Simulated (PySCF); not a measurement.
C3H6F2O2.
SMILES with atom numbers: `[CH3:1][O:2][CH2:3][O:4][CH:5]([F:6])[F:7]` (hydrogens: H8, H9, H10 on C1; H11, H12 on C3; H13 on C5)

Structure used (PBE0-D3(BJ)/def2-SVP), in Å, numbered top down from 1:
```
atom  x, y, z in Å
C1    -1.8889   -0.1754   -0.2307
O2    -0.6883   -0.6688   -0.7722
C3     0.2810   -0.9473    0.1632
O4     0.7945    0.2149    0.7768
C5     1.5657    0.9884   -0.0306
F6     1.6302    2.2025    0.5150
F7     2.8207    0.4945   -0.0922
H8    -2.3303   -0.8959    0.4826
H9    -1.7387    0.7847    0.2910
H10   -2.5886   -0.0266   -1.0631
H11    1.0824   -1.4952   -0.3579
H12   -0.1070   -1.5551    0.9992
H13    1.1714    1.0574   -1.0602
```

Jobs on this species (13 atoms, 58 electrons) with PySCF (density fitting). Hardware of each: one thread, Arm Neoverse V2 (aarch64) (shared host). Other jobs ran on the host; a repeat could differ by tens of per cent or more. Peak memory is the resident size of the whole Python process, interpreter and libraries included.

```json
{"level and settings": "PBE0/def2-SVP", "work": "shieldings, charges and field gradients", "basis functions": "128", "SCF cycles": "?", "wall time": "?", "peak memory": "?"}
{"level and settings": "PBE0-D3(BJ)/def2-SVP, grid level 1", "work": "geometry optimisation from a GFN2-xTB start shaken at random", "basis functions": "128", "SCF cycles": "?", "wall time": "?", "peak memory": "?"}
{"level and settings": "PBE0/6-311+G(2d,p)", "work": "shieldings, charges and field gradients", "basis functions": "225", "SCF cycles": "?", "wall time": "?", "peak memory": "?"}
{"level and settings": "PBE0/def2-TZVP", "work": "shieldings, charges and field gradients", "basis functions": "253", "SCF cycles": "14", "wall time": "34 s", "peak memory": "0.97 GiB"}
{"level and settings": "PBE0/pcSseg-0", "work": "shieldings, charges and field gradients", "basis functions": "75", "SCF cycles": "12", "wall time": "5.9 s", "peak memory": "0.48 GiB"}
{"level and settings": "PBE0/IGLO-III", "work": "shieldings, charges and field gradients", "basis functions": "305", "SCF cycles": "14", "wall time": "46 s", "peak memory": "1.1 GiB"}
{"level and settings": "PBE0/cc-pVTZ", "work": "shieldings, charges and field gradients", "basis functions": "294", "SCF cycles": "14", "wall time": "46 s", "peak memory": "1.1 GiB"}
{"level and settings": "PBE0/def2-TZVP", "work": "10 singlets by full TDDFT, 4 Tamm–Dancoff triplets, polarisability", "basis functions": "253", "SCF cycles": "14", "wall time": "40 s", "peak memory": "0.98 GiB"}
{"level and settings": "HF/def2-SVPD", "work": "10 singlets by TDHF, 4 Tamm–Dancoff triplets, polarisability, ΔSCF ions", "basis functions": "200", "SCF cycles": "10", "wall time": "38 s", "peak memory": "0.76 GiB"}
```

Problem. Fill in the missing figures.

Solution. 
- PBE0/def2-SVP; shieldings, charges and field gradients: 11 s, 0.66 GiB, 13 SCF cycles
- PBE0-D3(BJ)/def2-SVP, grid level 1; geometry optimisation from a GFN2-xTB start shaken at random: 81 s, 0.50 GiB, 83 SCF cycles
- PBE0/6-311+G(2d,p); shieldings, charges and field gradients: 28 s, 0.97 GiB, 14 SCF cycles

Problem. What do all jobs in the table cost together?

Solution. About 5.5 min; the longest takes about 25 % of that, and about 14 times as long as the shortest.
